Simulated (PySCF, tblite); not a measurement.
A database entry of computed molecular properties. Lists by class give the value and the number of equivalent atoms.

```json
{
 "formula": "C2H10NPSi2",
 "smiles": "[SiH3]C/C=N/[SiH2]P",
 "inchi": "InChI=1S/C2H10NPSi2/c4-6-3-1-2-5/h1H,2,4,6H2,5H3/b3-1+",
 "charge": 0,
 "multiplicity": 1,
 "geometry_level": "GFN2-xTB",
 "atoms_angstrom": [
  ["Si", -2.455, 0.858, 0.541],
  ["C", -1.807, -0.95, 0.437],
  ["C", -0.479, -0.93, -0.193],
  ["N", 0.577, -0.861, 0.485],
  ["Si", 2.241, -0.647, 0.197],
  ["P", 2.598, 1.432, 0.974],
  ["H", -3.765, 0.801, 1.193],
  ["H", -1.507, 1.661, 1.305],
  ["H", -2.606, 1.378, -0.82],
  ["H", -2.505, -1.552, -0.142],
  ["H", -1.736, -1.345, 1.449],
  ["H", -0.48, -0.931, -1.292],
  ["H", 2.766, -0.799, -1.172],
  ["H", 2.899, -1.598, 1.091],
  ["H", 2.301, 2.076, -0.216],
  ["H", 3.95, 1.416, 0.687]
 ],
 "electronic_structure_code": "PySCF",
 "results": {
  "GFN2-xTB geometry": {
   "point_group": "C1",
   "rotational_constants_GHz": [2.987, 0.801, 0.657]
  },
  "CAM-B3LYP/def2-SVPD ground state and vertical TDDFT (core frozen in the response)": {
   "dipole_D": 2.31,
   "homo_eV": -8.36,
   "lumo_eV": 0.19,
   "S1_eV": 4.2,
   "strongest_line_of_8_singlets_eV": 6.76,
   "T1_tda_eV": 3.68,
   "polarisability_au": 115.7,
   "r2_bohr2_about_centre_of_nuclear_charge": 1709.8,
   "singlets_eV_and_f": [
    [4.2, 0.001],
    [6.03, 0.114],
    [6.27, 0.038],
    [6.47, 0.074],
    [6.71, 0.017],
    [6.76, 0.395],
    [7.0, 0.009],
    [7.12, 0.055]
   ],
   "triplets_tda_eV": [3.68, 4.7, 5.65]
  },
  "PBE0/pcSseg-1 ground state and GIAO shieldings, non-relativistic": {
   "shift_vs_computed_TMS_C_by_class_ppm": [
    [180.6, 1],
    [31.9, 1]
   ],
   "shift_vs_computed_TMS_H_by_class_ppm": [
    [8.79, 1],
    [5.58, 2],
    [3.94, 3],
    [2.28, 2],
    [0.9, 2]
   ],
   "shielding_other_nuclei_by_class_ppm": [
    ["N", -99.0, 1],
    ["Si", 393.8, 1],
    ["Si", 420.1, 1],
    ["P", 608.7, 1]
   ],
   "charges_hirshfeld_e_by_atom": [0.33, -0.16, 0.07, -0.25, 0.31, -0.03, -0.07, -0.07, -0.08, 0.05, 0.05, 0.04, -0.09, -0.08, -0.01, -0.01]
  },
  "GFN2-xTB harmonic vibrations, gas phase": {
   "strongest_ir_bands_cm-1_km_per_mol_modes": [
    [778.0, 395.8, 1],
    [784.4, 453.6, 1],
    [1726.5, 459.9, 1],
    [2135.0, 297.8, 1],
    [2257.7, 242.1, 1],
    [2267.6, 265.9, 1]
   ],
   "zpe_kcal_per_mol": 66.0
  }
 }
}
```

The polarisability is 17.15 Å³ as a volume (1 au = 0.148185 Å³), or 1.61 au for each of the 72 electrons. The rotational constants make it an asymmetric top with κ = (2B − A − C)/(A − C) = -0.88, nearer the prolate limit (−1). No computed singlet falls in the visible range (750 to 380 nm, 1.65 to 3.26 eV); S1 lies 0.94 eV above its blue end. In wavenumbers S1 is 33800 cm⁻¹ (1 eV = 8065.54 cm⁻¹). In atomic units the dipole is 0.91 e·bohr (1 au = 2.5417 D).

 NMR classes are plain means over equivalent atoms (diastereotopic ones count apart unless rotation or inversion swaps them), as if these changed places fast; in this geometry the members of some classes differ.

The values belong to the conformer `[SiH3:1][CH2:2]/[CH:3]=[N:4]/[SiH2:5][PH2:6]`: Si1–C2–C3–N4 93°, C3–N4–Si5–P6 109°, H–P6–Si5–N4 -88°, H–P6–Si5–N4 179°.
